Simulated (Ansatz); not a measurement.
Basis-set extrapolation for CH$_{7}$N$_{3}$Si (`NC1(N)N[SiH2]1`) (PBE0-D4/def2-TZVP geometry, frozen core, Ansatz 0.2.0). Multiplicity 1, RHF reference.

|  | def2-TZVPP | def2-QZVPP |
| --- | --- | --- |
| HF | -494.268884 | -494.287998 |
| MP2 correlation | -0.926237 | -0.991392 |
| CCSD(T) correlation | -1.001890 | not run |

Energies in hartree. Use E(X) = E(∞) + A·exp(−7.88·√X) for Hartree–Fock and E(X) = E(∞) + B·X^(−2.97) for correlation, with X = 3 and 4, and add CCSD(T) minus MP2 of the smaller set to the MP2 limit.

Q: What is the CCSD(T) energy at the basis-set limit?

A: HF limit: -494.287998 + (-0.019114) × 0.13774 = -494.29063. MP2 limit: -0.991392 + (-0.065155) × 0.74074 = -1.03965. Higher-order term: -1.001890 − (-0.926237) = -0.07565. Total: -495.40593 hartree, 354.9 kJ/mol below CCSD(T)/def2-TZVPP.
